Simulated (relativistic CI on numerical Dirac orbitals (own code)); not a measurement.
**Rh XXV: sensitivity of the levels to the model**

Base calculation: Dirac-Coulomb-Breit CI, KLI orbitals optimised for each configuration, QED by a radiative potential, unscaled Slater integrals.

Configurations in the expansion (outside the closed core [Ne]): 3s2.3p6.3d3, 3s2.3p5.3d4, 3s.3p6.3d4, 3s2.3p6.3d2.4s, 3s2.3p6.3d2.4p, 3s2.3p6.3d2.4d, 3s2.3p6.3d2.4f, 3s2.3p5.3d3.4s, 3s2.3p5.3d3.4p, 3s2.3p6.3d.4s.4p, 3s.3p6.3d3.4s, 3p6.3d5, 3p5.3d6, 3s2.3p6.3d.4s2, 3s2.3p6.4s2.4p, 3s2.3p6.4s2.4d, 3s2.3p6.4s2.4f, 3p6.3d4.4s, 3p5.3d5.4s. Double excitations out of closed p, d and f shells are left out; levels of such configurations are missing from the list, as are those of other unlisted configurations, and high levels can miss mixing partners. These lack a partner that the ground configuration has and come out too high: 3s2.3p5.3d3.4p.

Variants: (1) valence Slater integrals scaled by 0.9; (2) configuration mixing switched off; (3) non-relativistic limit. Shifts of the energy above 3s2.3p6.3d3 4F_3/2, in cm⁻¹, for the lowest level and the first level of each name with at least 55 % of one term (blank where a level changes its place among those of its configuration and J or its character, or is not in the variant):

```
               Level     Base    Δ(1)   Δ(2)     Δ(3)
  3s2.3p6.3d3 4F_3/2        0       0      0        0
  3s2.3p6.3d3 4F_5/2    26262    +947   -211   -26262
  3s2.3p6.3d3 4F_7/2    48274    +451   -204   -48274
  3s2.3p6.3d3 4F_9/2    63972   -1111   -169   -63972
  3s2.3p6.3d3 4P_1/2    83580   -4869  +2393   -25026
  3s2.3p6.3d3 2G_7/2   106335   -4298   +460   -42221
  3s2.3p6.3d3 2H_9/2   110670   -4469   -921         
  3s2.3p6.3d3 4P_5/2   117117   -4869  +2803   -58562
  3s2.3p6.3d3 2P_1/2   141260   -6184  +1450   -56860
 3s2.3p6.3d3 2H_11/2   150158   -7304  -1614   -63073
  3s2.3p6.3d3 2D_5/2   162173   -7127  +3844   -72494
  3s2.3p6.3d3 2G_9/2   168984   -5186   -279         
  3s2.3p6.3d3 2P_3/2   190956   -6828  +1590         
  3s2.3p6.3d3 2F_5/2   198605  -13492  +2558   -53833
  3s2.3p6.3d3 2F_7/2   199012  -12379  +2374   -54240
 3s2.3p5.3d4 6D°_5/2  1109916  +18843  -3235  -106878
 3s2.3p5.3d4 6D°_3/2  1111667  +16713  -3134  -108629
 3s2.3p5.3d4 6D°_7/2  1113878  +19773  -3278  -110840
 3s2.3p5.3d4 6D°_9/2  1123519  +19758  -3272  -120480
 3s2.3p5.3d4 6D°_1/2  1134868  +17976  -3222  -131830
3s2.3p5.3d4 6F°_11/2  1177840  +13475  -3249  -103619
 3s2.3p5.3d4 4D°_1/2  1213334  +10784  -2997
```

At this charge energies of transitions that change n are usually good to better than 1 %, and those within a shell (Δn = 0) to a few per cent. Terms inside the open d or f shell come out 10 to 20 % too wide with unscaled integrals.

Ionisation energy from the two ground configurations alone: base 1201.22 eV; valence Slater integrals scaled by 0.9 1200.82 eV. The NIST ASD value (theoretical) is 1202 eV.

LS names give the leading component of a level, which can be under half, so a name can repeat, a term be missing and a line seem to break the LS rules.
